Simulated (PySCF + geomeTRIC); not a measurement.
A geometry relaxed with M06-2X/def2-TZVP in PySCF + geomeTRIC, charge 0, multiplicity 2:

```xyz
3

In     0.0082     0.6682     0.0000
F      1.6710    -0.3598     0.0000
F     -1.5996    -0.4437     0.0000
```

### Question
Write the SMILES of this molecule.

### Answer
`[F][In][F]`
